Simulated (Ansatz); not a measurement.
Frontier orbitals of ClH3S2Si (`SS[SiH2]Cl`).

Z-matrix (Å, degrees):
```
Si
S 1 2.128
Cl 1 2.052 2 111.5
H 1 1.477 2 110.4 3 -119.3
H 1 1.482 2 106.4 3 117.8
S 2 2.065 1 97.5 3 67.6
H 6 1.346 2 97.6 1 -86.0
```

Total charge 0; spin multiplicity 1. Geometry: relaxed with PBE0-D4/def2-TZVP. It is one conformer, not always the lowest. Basis def2-TZVPP, Ansatz 0.2.0.

Orbital energies of one run (eV). Highest occupied ones, from the top: -6.97, -7.40, -8.64, -8.89, -9.82, -10.32, -10.74, -10.98, -12.07, -14.43, -18.18, -21.95, -22.69, -99.72. Empty: -1.87, -0.32, 0.04, 0.24, 1.16, 1.44.

Problem. Which functional gave them?
A. ωB97M-V
B. PBE0
C. PBE
D. r2SCANh

Solution. D. HOMO energies: r2SCANh -6.97, PBE -6.26, PBE0 -7.47, ωB97M-V -9.61 eV.
